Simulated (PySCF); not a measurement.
**As (arsenic, neutral) across methods**

[Ar] 3d10 4s1 4p3 4d1, high-spin 6D determinant (an excited configuration). Computed with PySCF 2.14 in dyall-av3z, with scalar relativity by spin-free X2C-1e.

| method | E (hartree) | mean ε 4s α (eV) | mean ε 4p α (eV) | mean ε 4d α (eV) | Σ⟨r²⟩ (bohr²) | ⟨S²⟩ |
| --- | --- | --- | --- | --- | --- | --- |
| PBE0 | -2259.964 | -21.620 | -10.638 | -0.209 | 54.91 | 8.751 |
| UHF | -2258.60883 | -27.583 | -14.149 | -1.371 | 54.69 | 8.752 |
| PBE | -2259.919 | -19.406 | -9.297 | 0.244 | 55.26 | 8.751 |
| LDA | -2256.789 | -19.524 | -9.374 | 0.288 | 55.14 | 8.751 |
| r2SCAN | -2260.223 | -20.378 | -9.792 | 0.292 | 54.92 | 8.752 |

The outer electron is Rydberg-like, and this basis confines it to a smaller radius and binds it less than a complete one would.

The highest occupied level is positive at PBE, LDA, r2SCAN: only the finite basis holds that electron, which in a density functional comes from self-interaction.
